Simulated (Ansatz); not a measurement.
ClH$_{4}$O$_{4}$Ta, SMILES `[OH][Ta]([OH])([OH])([OH])[Cl]`. Total charge 0; spin multiplicity 1. Ta: def2 effective core potential. Geometry: relaxed with PBE0-D4/def2-TZVP. It is one conformer, not always the lowest.

```xyz
10

O     1.487    1.029    0.570
Ta   -0.051    0.010    0.112
O    -0.831    0.161    1.791
O     0.040   -1.888    0.161
O    -1.493    0.852   -0.796
Cl    0.975   -0.188   -2.103
H     2.185    1.197   -0.067
H    -1.236    0.240    2.650
H     0.405   -2.391   -0.571
H    -1.479    0.979   -1.748
```

Problem. What is the dipole moment at B3LYP/def2-TZVPP? (An estimate is asked.)

Solution. Computed: 1.49 D, with components (-0.63, 0.12, 1.34) D in this frame, pointing from negative to positive charge.

Problem. And with PBE, r2SCAN, ωB97M-V? (An estimate is asked.)

Solution. The calculation gave: PBE 1.58 D, r2SCAN 1.58 D, ωB97M-V 1.53 D.

Problem. Give the Mulliken charges with B3LYP, ωB97M-V, r2SCAN in def2-TZVPP. (Best estimate.)

Solution. The calculation gave: 
```
atom  B3LYP  ωB97M-V  r2SCAN
  O1  -0.38    -0.36   -0.40
 Ta2   1.11     1.05    1.15
  O3  -0.35    -0.33   -0.38
  O4  -0.38    -0.36   -0.40
  O5  -0.38    -0.36   -0.40
 Cl6  -0.44    -0.41   -0.45
  H7   0.21     0.20    0.22
  H8   0.19     0.18    0.20
  H9   0.21     0.20    0.22
 H10   0.21     0.20    0.22
```

B3LYP here is the variant with VWN-RPA as its local correlation; programs differ in this.
